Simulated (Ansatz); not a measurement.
Consider the atomization: `[CH3][Al]1[BH][O]1` → Al• + B• + C• + 4 H• + O•.

Program: Ansatz. Geometries: PBE0-D4/def2-TZVP. ΔE: electronic, gas phase. CCSD(T)/CBS is the MP2 limit (def2-TZVPP, def2-QZVPP) plus CCSD(T) − MP2 in def2-TZVPP, frozen cores. This one scheme is used for every species, atoms too. Functionals use def2-TZVPP. Open shells (•) are unrestricted, without spin–orbit coupling. Spin–orbit coupling would lower the free atoms: a little for Al, B, C, O.

`[CH3][Al]1[BH][O]1`:

Z-matrix (Å, degrees):
```
C
Al 1 1.943
H 1 1.091 2 113.1
H 1 1.094 2 109.7 3 121.1
H 1 1.094 2 109.7 3 -121.1
B 2 1.995 1 160.9 3 179.9
O 2 1.816 1 120.4 3 179.9
H 6 1.197 2 166.0 1 -180.0
```

CCSD(T)/CBS gives +2967.7 kJ/mol.

**Question.** Another level gave +2843.5 kJ/mol. Which?
A. B97M-V/def2-TZVPP
B. CCSD/def2-TZVPP
C. BLYP-D4/def2-TZVPP
D. BHLYP-D4/def2-TZVPP

**Answer.** B. CCSD/def2-TZVPP 2843.5, BHLYP-D4 2876.6, B97M-V 2997.4, BLYP-D4 2970.3 kJ/mol.

Largest T1 diagnostic among the species: 0.018.

In def2-TZVPP, CCSD(T) changes the Hartree–Fock value by +704.7 kJ/mol (the triples alone add +49.7 kJ/mol) and MP2 by +774.5 kJ/mol; breaking electron pairs costs correlation energy, which Hartree–Fock lacks. At CCSD(T), def2-SVP lies −142.6 kJ/mol from the extrapolated value and def2-TZVPP −74.5 kJ/mol: correlation converges slowly with the basis, and small sets miss more of it in the bonded molecule than in its fragments. From PBE to PBE0 (25 % exact exchange), in def2-TZVPP and without D4, ΔE moves by −59.0 kJ/mol: exact exchange takes away binding that semilocal exchange gives to molecules.

For atomizations the MP2-based limit and the directly extrapolated one differ by several kJ/mol either way, and by 10 to 25 for some Ge, Se and Sn compounds, so smaller differences from it don't rank the levels.
